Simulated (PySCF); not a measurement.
## Ionisation energy of Ar²⁺ by level of theory

Ar²⁺ [Ne] 3s2 3p4 (3P) → Ar³⁺ [Ne] 3s2 3p3 (4S), as a difference of total energies. Calculation: PySCF 2.14, in aug-cc-pwCVQZ (10s9p7d5f3g, 134 functions); the non-relativistic Hamiltonian (point nucleus). Correlated levels: valence: [Ne] frozen; valence and next inner shell: 1s2 frozen; nothing frozen. The calculations carry no spin-orbit coupling.

```
                                method  ionisation energy (eV)
                                   UHF                  39.398
                                   LDA                  40.858
                                   PBE                  40.726
                                  PBE0                  40.725
                                r2SCAN                  40.697
                               wB97X-V                  40.793
                                  MN15                  40.990
                                B2PLYP                  40.639
                         MP2 (valence)                  40.357
                     SCS-MP2 (valence)                  40.475
    MP2 (valence and next inner shell)                  40.419
SCS-MP2 (valence and next inner shell)                  40.521
                   MP2 (all electrons)                  40.422
               SCS-MP2 (all electrons)                  40.523
```

Problem. How much does correlation contribute at MP2 (all electrons)?

Solution. 40.422 − (39.398) = 1.024 eV, measured against UHF.

A first-order spin-orbit estimate (lowest level to lowest level, LS coupling) adds 0.062 eV.

For comparison: 40.735 ± 0.012 eV (semi-empirical (NIST evaluation); NIST Atomic Spectra Database, ionization energies).
